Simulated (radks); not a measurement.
Charge is removed step by step from the 4p up level of As, starting from [Ar] 3d10 4s2 4p(up 3, down 0). Method: scalar-relativistic Kohn-Sham, r2SCAN, spin-polarised, spherical densities, finite nucleus; meta-GGA in the generalised Kohn-Sham scheme; Fermi nuclear charge, rms radius 4.0968 fm; computed with a radial shooting solver on a logarithmic mesh with Libxc functionals.

removed (e)	E - E(0) (eV)	eigenvalue (eV)	E minus straight line (eV)
0	0.000	-6.310	0.000
0.1	0.669	-7.071	-0.359
0.2	1.415	-7.845	-0.642
0.3	2.238	-8.631	-0.846
0.4	3.141	-9.429	-0.972
0.5	4.124	-10.238	-1.017
0.6	5.189	-11.058	-0.980
0.7	6.336	-11.888	-0.861
0.8	7.566	-12.728	-0.659
0.9	8.881	-13.576	-0.372
1	10.282	-14.434	0.000

Removing the whole electron costs 10.282 eV by Delta-SCF, against 6.310 eV from minus the eigenvalue at the starting occupation. Slater's transition state (half an electron removed) gives 10.238 eV. Integrating minus the eigenvalue over the occupation (Janak's theorem) gives 10.283 eV. In this scalar-relativistic scheme the density is built from large components alone, so the theorem holds only approximately. The mean slope of the eigenvalue, de/dn, is 8.12 eV per electron. Ionisation energy of As in the NIST Atomic Spectra Database: 9.789 eV (measured).
